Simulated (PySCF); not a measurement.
PySCF job for C2H7ClSi3, SMILES C1=C[Si@@H](Cl)[SiH2][SiH2]1, TDA-PBE/def2-SVPD. Coordinates come from a B3LYP-D3(BJ)/def2-SVP optimisation. The structure was generated by enumeration; whether it is a known compound was not checked.

```python
import numpy as np
from pyscf import gto, scf, dft, tdscf

mol = gto.M(
    atom='''
    Cl    2.39375435    0.44277080   -1.03129937
    Si    1.05050337   -0.00468257    0.51295129
    C     0.24875279   -1.67021029    0.16141021
    C    -1.07943733   -1.80303197   -0.04552782
    Si   -2.29019221   -0.34486637   -0.00478346
    Si   -0.81962434    1.42149765    0.50561687
    H     1.84803260   -0.05135432    1.77031453
    H     0.88719263   -2.56398230    0.10984433
    H    -1.47727251   -2.80758457   -0.25222936
    H    -2.98493443   -0.21257617   -1.32009696
    H    -3.33203959   -0.57140468    1.04143387
    H    -0.73204602    2.47531327   -0.54310839
    H    -1.08826480    2.03665693    1.83765099
    ''',
    basis='def2-SVPD',
    charge=0,
    spin=0,
    max_memory=1600,
    verbose=4,
)
mf = dft.RKS(mol, xc='pbe').density_fit(auxbasis='def2-universal-jkfit')
mf.grids.level = 3
mf.conv_tol = 1e-9
mf.max_cycle = 100
mf.kernel()
mf.grids = dft.Grids(mol).set(level=1).build(with_non0tab=True)  # coarser grid for the response kernel
td = tdscf.TDA(mf)
td.singlet = True
td.nstates = 10
td.conv_tol = 1e-4
td.positive_eig_threshold = 1e-6
td.kernel(x0=td.get_init_guess(mf, 15))
td.analyze()
tt = tdscf.TDA(mf)
tt.singlet = False
tt.nstates = 4
tt.conv_tol = 1e-4
tt.positive_eig_threshold = 1e-6
tt.kernel(x0=tt.get_init_guess(mf, 9))
tt.analyze(verbose=3)
```

Program output:

```
PySCF version 2.14.0

[INPUT] verbose = 4
[INPUT] num. atoms = 13
[INPUT] num. electrons = 78
[INPUT] charge = 0
[INPUT] spin (= nelec alpha-beta = 2S) = 0
[INPUT] symmetry False subgroup None
[INPUT] Mole.unit = angstrom
[INPUT] Symbol           X                Y                Z      unit          X                Y                Z       unit  Magmom
[INPUT]  1 Cl     2.393754350000   0.442770800000  -1.031299370000 AA    4.523540130986   0.836715547955  -1.948873361736 Bohr   0.0
[INPUT]  2 Si     1.050503370000  -0.004682570000   0.512951290000 AA    1.985163662233  -0.008848774859   0.969337453342 Bohr   0.0
[INPUT]  3 C      0.248752790000  -1.670210290000   0.161410210000 AA    0.470074645821  -3.156240018530   0.305021090609 Bohr   0.0
[INPUT]  4 C     -1.079437330000  -1.803031970000  -0.045527820000 AA   -2.039840922332  -3.407236617135  -0.086035110848 Bohr   0.0
[INPUT]  5 Si    -2.290192210000  -0.344866370000  -0.004783460000 AA   -4.327836049512  -0.651702988873  -0.009039429328 Bohr   0.0
[INPUT]  6 Si    -0.819624340000   1.421497650000   0.505616870000 AA   -1.548865527627   2.686241245213   0.955477408260 Bohr   0.0
[INPUT]  7 H      1.848032600000  -0.051354320000   1.770314530000 AA    3.492275483268  -0.097045600113   3.345409616038 Bohr   0.0
[INPUT]  8 H      0.887192630000  -2.563982300000   0.109844330000 AA    1.676551090433  -4.845224335232   0.207575700036 Bohr   0.0
[INPUT]  9 H     -1.477272510000  -2.807584570000  -0.252229360000 AA   -2.791640455249  -5.305565908855  -0.476644410974 Bohr   0.0
[INPUT] 10 H     -2.984934430000  -0.212576170000  -1.320096960000 AA   -5.640708572485  -0.401710741909  -2.494621712271 Bohr   0.0
[INPUT] 11 H     -3.332039590000  -0.571404680000   1.041433870000 AA   -6.296642261308  -1.079798351495   1.968024791146 Bohr   0.0
[INPUT] 12 H     -0.732046020000   2.475313270000  -0.543108390000 AA   -1.383366488378   4.677664152802  -1.026326113053 Bohr   0.0
[INPUT] 13 H     -1.088264800000   2.036656930000   1.837650990000 AA   -2.056522423005   3.848723807397   3.472657083636 Bohr   0.0

nuclear repulsion = 481.506671935495
number of shells = 85
number of NR pGTOs = 301
number of NR cGTOs = 195
basis = def2-SVPD
ecp = {}


[settings echo left out]
init E= -1408.10609415467
  HOMO = -0.275787703296837  LUMO = -0.135735373931202  gap/eV = 3.81102
cycle= 1 E= -1407.8754845091  delta_E= 0.231  |g|= 0.417  |ddm|=    5
  HOMO = -0.191210049691627  LUMO = -0.052272666027966  gap/eV = 3.78068
cycle= 2 E= -1407.78719014987  delta_E= 0.0883  |g|= 0.677  |ddm|= 1.68
  HOMO = -0.233868641691988  LUMO = -0.091394784321587  gap/eV = 3.87691
cycle= 3 E= -1407.92370018101  delta_E= -0.137  |g|= 0.0821  |ddm|= 1.16
  HOMO = -0.240399068541757  LUMO = -0.0835911660149797  gap/eV = 4.26696
cycle= 4 E= -1407.92579824791  delta_E= -0.0021  |g|= 0.0424  |ddm|= 0.24
  HOMO = -0.240855197638541  LUMO = -0.0861800118336498  gap/eV = 4.20893
cycle= 5 E= -1407.92625592244  delta_E= -0.000458  |g|= 0.0202  |ddm|= 0.082
  HOMO = -0.240495657385905  LUMO = -0.0862686447983343  gap/eV = 4.19673
cycle= 6 E= -1407.92636707218  delta_E= -0.000111  |g|= 0.00647  |ddm|= 0.0293
  HOMO = -0.240236803962958  LUMO = -0.085953603662869  gap/eV = 4.19826
cycle= 7 E= -1407.92637933802  delta_E= -1.23e-05  |g|= 0.00155  |ddm|= 0.0117
  HOMO = -0.240322266164761  LUMO = -0.0860151308531827  gap/eV = 4.19891
cycle= 8 E= -1407.92638008386  delta_E= -7.46e-07  |g|= 0.00036  |ddm|= 0.00356
  HOMO = -0.24029195342322  LUMO = -0.0859993487081461  gap/eV = 4.19852
cycle= 9 E= -1407.92638013937  delta_E= -5.55e-08  |g|= 7.16e-05  |ddm|= 0.00114
  HOMO = -0.240296380837534  LUMO = -0.0860027674109465  gap/eV = 4.19854
cycle= 10 E= -1407.92638014153  delta_E= -2.16e-09  |g|= 1.47e-05  |ddm|= 0.00021
  HOMO = -0.240297183350496  LUMO = -0.0860039232692702  gap/eV = 4.19853
cycle= 11 E= -1407.92638014162  delta_E= -9.28e-11  |g|= 3.69e-06  |ddm|= 4.37e-05
  HOMO = -0.240296841219593  LUMO = -0.086003812817379  gap/eV = 4.19853
Extra cycle  E= -1407.92638014162  delta_E= 5.23e-12  |g|= 5.51e-06  |ddm|= 2.24e-05
converged SCF energy = -1407.92638014162
tot grids = 53216
Overwritten attributes  positive_eig_threshold  of <class 'pyscf.tdscf.rks.TDA'>


******** <class 'pyscf.tdscf.rks.TDA'> for <class 'pyscf.df.df_jk.DFRKS'> ********
nstates = 10 singlet
deg_eia_thresh = 1.000e-03
wfnsym = None
conv_tol = 0.0001
eigh lindep = 1e-12
eigh level_shift = 0
eigh max_cycle = 100


Excitation energies (eV)
[4.26500844 5.10467094 5.18939401 5.38491573 5.54312354 5.78484207
 5.80154465 5.90907776 6.0589493  6.07992072]

** Singlet excitation energies and oscillator strengths **
Excited State   1:      4.26501 eV    290.70 nm  f=0.0018
      39 -> 40        0.70283
Excited State   2:      5.10467 eV    242.88 nm  f=0.0009
      37 -> 40        0.62315
      38 -> 40       -0.10956
      39 -> 41        0.29032
Excited State   3:      5.18939 eV    238.92 nm  f=0.0057
      37 -> 40        0.29635
      39 -> 41       -0.62790
Excited State   4:      5.38492 eV    230.24 nm  f=0.0022
      36 -> 40       -0.68123
      38 -> 40        0.14089
Excited State   5:      5.54312 eV    223.67 nm  f=0.0018
      33 -> 40       -0.14351
      36 -> 40       -0.16195
      38 -> 40       -0.41059
      38 -> 41        0.27368
      39 -> 42       -0.39068
Excited State   6:      5.78484 eV    214.33 nm  f=0.0900
      35 -> 40       -0.20351
      37 -> 41       -0.28414
      38 -> 40        0.18423
      38 -> 41       -0.24036
      39 -> 42       -0.48172
      39 -> 44       -0.11207
Excited State   7:      5.80154 eV    213.71 nm  f=0.0213
      35 -> 40        0.36816
      37 -> 41        0.44581
      38 -> 41       -0.33114
      39 -> 42       -0.17176
Excited State   8:      5.90908 eV    209.82 nm  f=0.0030
      35 -> 40       -0.51463
      37 -> 41        0.43553
      38 -> 42        0.14834
Excited State   9:      6.05895 eV    204.63 nm  f=0.0003
      33 -> 40       -0.11506
      34 -> 40       -0.30923
      35 -> 40        0.10364
      37 -> 42       -0.14111
      38 -> 41       -0.12190
      38 -> 42        0.56444
Excited State  10:      6.07992 eV    203.92 nm  f=0.0131
      34 -> 40       -0.48349
      37 -> 42       -0.10742
      38 -> 41       -0.24687
      38 -> 42       -0.35741
      39 -> 44        0.12168

** Transition electric dipole moments (AU) **
state          X           Y           Z        Dip. S.      Osc.
  1         0.0769     -0.0844     -0.0659      0.0174      0.0018
  2         0.0226      0.0658     -0.0470      0.0070      0.0009
  3         0.2006     -0.0126     -0.0646      0.0446      0.0057
  4        -0.0363     -0.1232     -0.0084      0.0166      0.0022
  5         0.0127      0.1086     -0.0403      0.0136      0.0018
  6        -0.7771     -0.1641     -0.0630      0.6348      0.0900
  7        -0.3701     -0.1098     -0.0231      0.1496      0.0213
  8        -0.0759     -0.0426     -0.1133      0.0204      0.0030
  9         0.0319     -0.0263      0.0043      0.0017      0.0003
 10         0.2726     -0.1160      0.0211      0.0882      0.0131

** Transition velocity dipole moments (imaginary part, AU) **
state          X           Y           Z        Dip. S.      Osc.
  1         0.0149     -0.0083     -0.0020      0.0003      0.0013
  2         0.0056      0.0076      0.0407      0.0017      0.0062
  3         0.0268     -0.0099      0.0244      0.0014      0.0049
  4         0.0076     -0.0198      0.0003      0.0004      0.0015
  5        -0.0239      0.0026     -0.0106      0.0007      0.0023
  6        -0.0615     -0.0023      0.0176      0.0041      0.0128
  7        -0.0400     -0.0054     -0.0082      0.0017      0.0053
  8        -0.0140     -0.0135      0.0021      0.0004      0.0012
  9        -0.0041      0.0050     -0.0186      0.0004      0.0012
 10         0.0146     -0.0080      0.0057      0.0003      0.0009

** Transition magnetic dipole moments (imaginary part, AU) **
state          X           Y           Z
  1        -0.3211      0.0221      0.3365
  2         0.1042      0.2358      0.0253
  3         0.2937      0.1112      0.2497
  4         0.0670      0.1394      0.3983
  5         0.3828      0.2914     -1.2223
  6         0.0583      0.3106      0.0470
  7        -0.2734     -0.1250     -0.2532
  8         0.5100     -0.2486      0.1072
  9        -0.4831      0.0935     -0.6996
 10         0.3611      0.0594     -0.2646


******** <class 'pyscf.tdscf.rks.TDA'> for <class 'pyscf.df.df_jk.DFRKS'> ********
nstates = 4 triplet
deg_eia_thresh = 1.000e-03
wfnsym = None
conv_tol = 0.0001
eigh lindep = 1e-12
eigh level_shift = 0
eigh max_cycle = 100


Excitation energies (eV)
[4.00537147 4.15923265 4.75427968 4.82989505]

** Triplet excitation energies and oscillator strengths **
Excited State   1:      4.00537 eV    309.54 nm  f=0.0000
Excited State   2:      4.15923 eV    298.09 nm  f=0.0000
Excited State   3:      4.75428 eV    260.78 nm  f=0.0000
Excited State   4:      4.82990 eV    256.70 nm  f=0.0000
```

The calculation finished and met its thresholds.

Cost: around 110 core-seconds (rough).
